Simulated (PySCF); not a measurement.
Mapped SMILES: `[H]/[N:1]=[C:2](/[CH2:3][C:4]#[C:5][SiH3:6])[C:7](=[O:8])[OH:9]` (H(Xn): hydrogen on atom n).

Theoretical values (PySCF): shielding tensors at PBE0/pcSseg-1 (GIAO), geometry: GFN2-xTB. In vacuum, non-relativistic Hamiltonian, equivalent nuclei averaged, single conformer.

Shifts are taken against calculated references (same method and geometry level): ¹³C (σref 186.93) and ¹H (σref 31.72) and ²⁹Si (σref 349.16) vs TMS; ¹⁵N (σref 267.73) vs NH3; ¹⁷O (σref 336.08) against H2O.

```csv
atoms,nucleus,count,δ (ppm)
N1,¹⁵N,1,?
C3,¹³C,1,31.0
H(N1),¹H,1,12.30
C5,¹³C,1,84.9
O8,¹⁷O,1,429.2
C4,¹³C,1,112.6
O9,¹⁷O,1,202.8
H(O9),¹H,1,?
C2,¹³C,1,?
Si6,²⁹Si,1,?
C7,¹³C,1,163.7
H(Si6),¹H,3,4.20
H(C3),¹H,2,3.80
```

Problem. Fill in the missing shifts.

Solution. 
- C2: 169.1 ppm, C=N carbon
- H(O9): 6.34 ppm, hydrogen on an acid hydroxyl oxygen; labile proton, position sensitive to the medium
- N1: 371.7 ppm, imine nitrogen
- Si6: -99.0 ppm, silicon bonded to C, 3 H

The OH or NH signal is concentration- and solvent-dependent in practice; the value given is the gas-phase one. Shifts are as computed. Against solution values, carbons near 30 ppm lie about +3 ppm off and those near 130 ppm about +5 ppm. Of 1211 compounds with measured shifts, 218 miss one by over three times the rms of a fit or turn the order of signals round; such compounds aren't used in these exercises. In solution the two oxygens of a carboxylic acid exchange roles by proton transfer and give one 17O line. Hydrogen bonding in solution shields acid and N–H amide carbonyl oxygens by tens of ppm. Hydrogen bonding in solution deshields acid and N–H amide carbonyl carbons by as much as 10 ppm beyond these values. Unscaled 17O shifts of doubly bonded oxygen tend to come out too high, by tens of ppm or more. Experimental scales use liquid or dissolved standards, which lie at an offset from isolated NH3 (liquid NH3: subtract about 20 ppm) and H2O (liquid H2O: subtract about 36 ppm). Unscaled 15N shifts of sp2 nitrogen come out 20 to 40 ppm too high even then.
